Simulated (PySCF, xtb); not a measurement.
AlOCl, SMILES [Cl][Al]=[O].

GFN2-xTB (xtb) at its own geometry gives an orbital gap of 3.65 eV and a dipole moment of 4.61 D.

The structure is a stationary point at B3LYP-D3(BJ)/def2-TZVP.

Question: What does PBE/def2-TZVPD (PySCF) give? (The exact figures need the calculation; the answer reports its results.)

Answer: gap 3.05 eV (levels -6.61 and -3.56 eV), dipole 3.73 D.
